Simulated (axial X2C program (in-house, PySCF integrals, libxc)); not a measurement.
## Potential curves of InCl, scalar-relativistic

Computed with an axial X2C code built on PySCF integrals. Spin-free means the one-electron spin-free X2C Hamiltonian. Basis: In dyall-cv3z [11s12p9d4f1g], Cl dyall-av3z [9s8p3d2f] (cores contracted in-house); Gaussian nuclei, density fitting, unrestricted open shells. Masses: In 114.904 u, Cl 34.969 u.

State: M_S = 0, Λ = 0 (closed shell). Energies in eV from the fragments at the same level (In + Cl). Fits are polynomials in 1 − R0/R over 0.85 to 1.23 times the lowest point R0.

```
 R (Å)  CCSD(T)     PBE0    B97-3      MP2
2.1115           -3.8660  -3.8060  -3.8792
2.2086  -4.1468  -4.2823  -4.2574  -4.3440
2.2814  -4.3498  -4.4553  -4.4531  -4.5436
2.3542  -4.4594  -4.5413  -4.5596  -4.6500
2.4270  -4.4987  -4.5619  -4.5990  -4.6863
2.5119  -4.4791  -4.5255  -4.5817  -4.6633
2.5969  -4.4087  -4.4424  -4.5164  -4.5898
2.7061  -4.2681  -4.2904  -4.3841  -4.4456
2.8396           -4.0638  -4.1789  -4.2235
3.0337           -3.7017  -3.8426  -3.8615
```

Correlated methods: 10 electrons correlated (number of frozen shells: In 4 s, 3 p, 2 d; Cl 2 s, 1 p), 258 virtual spin orbitals or spinors in MP2.

One determinant describes the state; a PBE0 search over occupations chose it and may have missed a lower one. Closed shells are restricted here (equal orbitals for both partners); the stretched side of such a curve lies too high. De is counted from the lowest determinant-based energies of the atoms at the same level, without counterpoise correction. CCSD and (T) use frozen natural virtuals with an MP2 correction for the truncation; (T) itself is uncorrected, so its De runs slightly low. With the outer-core shells frozen, correlated bond lengths of heavy atoms tend to come out a few hundredths of an ångström too long. Spin-free De lacks the spin–orbit lowering of the heavy p-block atom, a tenth of an eV or more for 4p and 5p, up to an eV for 6p and one to two eV for 7p atoms, less what an open-shell molecule gains itself. Coupled cluster ran on the points near the minimum only. MP2 and coupled cluster on one determinant become unreliable at the stretched end.

What are Re, ωe and De at the CCSD(T) level?

At CCSD(T), spin-free: Re = 2.442 Å, ωe ≈ 307 cm⁻¹, De = 4.50 eV to In + Cl; Be follows as 0.105 cm⁻¹.

Fit the PBE0 curve near its minimum: give the equilibrium distance, the harmonic wavenumber and the well depth.

At PBE0, spin-free: Re = 2.418 Å, ωe ≈ 310 cm⁻¹, De = 4.56 eV to In + Cl; Be follows as 0.108 cm⁻¹.

What are Re, ωe and De at the B97-3 level?

At B97-3, spin-free: Re = 2.444 Å, ωe ≈ 299 cm⁻¹, De = 4.60 eV to In + Cl; Be follows as 0.105 cm⁻¹.

What are Re, ωe and De at the MP2 level?

At MP2, spin-free: Re = 2.438 Å, ωe ≈ 309 cm⁻¹, De = 4.69 eV to In + Cl; Be follows as 0.106 cm⁻¹.
